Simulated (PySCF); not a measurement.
# Computed records: CH$_{4}$AlOSi

All values are calculated (PySCF 2.14.0). Calculation on a computer-drawn molecule: optimised geometry and harmonic frequencies of an isolated molecule of the commonest isotopes, restricted reference for singlets and unrestricted otherwise, frozen core in MP2.

Entry: CH$_{4}$AlOSi

Start structure:
```xyz
8
CH4AlOSi
O     -2.9893    -1.1513    -1.0609
Si    -1.5242    -1.3497    -0.9956
C     -0.5874    -2.1135     0.3856
Al     1.3256    -2.5334     0.6611
H     -0.6067    -1.1662    -2.1138
H     -1.2430    -2.3040     1.2571
H      2.3839    -1.6020     1.2008
H      1.9631    -3.9084     0.3298
```

| Property | Result |
| --- | --- |
| charge | 0 |
| multiplicity | 2 |
| method | HF |
| basis | cc-pV(D+d)Z |
| rotational constants | 27.58, 1.683, 1.586 GHz |
| total energy | -645.8743 hartree |
| spin squared | 0.772 |
| convergence status largest gradient component | 1.263e-05 hartree/bohr |

Drawn bonds:
```tsv
atom	other atom	order
1	2	2
2	3	1
3	4	1
2	5	1
3	6	1
4	7	1
4	8	1
```

Optimised structure:
```xyz
8
CH4AlOSi
O     -2.9341    -1.1434    -1.0785
Si    -1.4480    -1.2539    -0.8916
C     -0.5922    -2.3607     0.2924
Al     1.3273    -2.5930     0.6262
H     -0.4888    -0.4515    -1.6722
H     -1.2884    -2.9638     0.8802
H      2.3514    -1.7338    -0.2097
H      1.7948    -3.6285     1.7172
```

Modes:
```tsv
frequency (cm⁻¹)	reduced mass (dalton)
58.01	3.666
102.8	1.217
139.4	3.941
294	8.271
489	1.483
534.6	1.131
606.4	1.278
677	3.282
680.6	1.486
841	1.095
859.7	2.909
932.4	1.144
1124	1.434
1291	13.3
2007	1.045
2013	1.039
2354	1.043
3256	1.084
```
